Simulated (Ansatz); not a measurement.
`CO[Si]F` + H₂S → `F[Si]S` + CH₃OH at 600 K and 1 bar (ligand exchange at the Si–O bond).

Gas-phase electronic energies from Ansatz, PBE0-D4/def2-TZVP geometries. CCSD(T)/CBS is the MP2 limit (def2-TZVPP, def2-QZVPP) plus CCSD(T) − MP2 in def2-TZVPP, frozen cores. This one scheme is used for every species. Each species was taken in one conformer, which may not be the lowest.

| species | CCSD(T)/CBS energy (Eh) | H − E (kJ/mol) | S (J/(mol·K)) |
| --- | --- | --- | --- |
| `CO[Si]F` | -503.96814 | 161.1 | 368.2 |
| H₂S | -398.97279 | 60.8 | 230.9 |
| `F[Si]S` | -787.30018 | 64.6 | 328.1 |
| CH₃OH | -115.61712 | 163.6 | 277.3 |

H − E and S are ideal-gas, rigid-rotor, harmonic terms from PBE0-D4/def2-TZVP, for one conformer and one mirror image of each species. 1 Eh = 2625.50 kJ/mol, R = 8.31446 J/(mol·K).

Q: By hand: ΔE, ΔH, ΔS and ΔG.

A: ΔE = (-787.30018) + (-115.61712) − (-503.96814) − (-398.97279) = 0.02363 Eh = 62.0 kJ/mol. Δ(H − E) = 64.6 + 163.6 − 161.1 − 60.8 = 6.3, so ΔH = 68.3 kJ/mol. ΔS = 328.1 + 277.3 − 368.2 − 230.9 = 6.3 J/(mol·K). ΔG = 68.3 − 600 × (6.3)/1000 = 64.5 kJ/mol.

Q: By hand: the equilibrium constant, and the temperature at which ΔG would vanish if ΔH and ΔS stayed fixed.

A: log₁₀ K = −ΔG/(RT ln 10) = -5.6. ΔG = 0 at ΔH/ΔS = 10841 K, far beyond where these terms or the molecules hold.

The number of gas molecules stays the same, so ΔS is small and ΔH decides. A doubt of 5 kJ/mol in ΔE shifts log₁₀ K by 0.4 here. Other conformers and mirror images would add mixing entropy, several J/(mol·K) or more a flexible species. These are equilibria of isolated gas molecules and say nothing of rates. Largest T1 diagnostic: 0.015 (customary marks: 0.02 for closed shells, 0.045 for open ones).
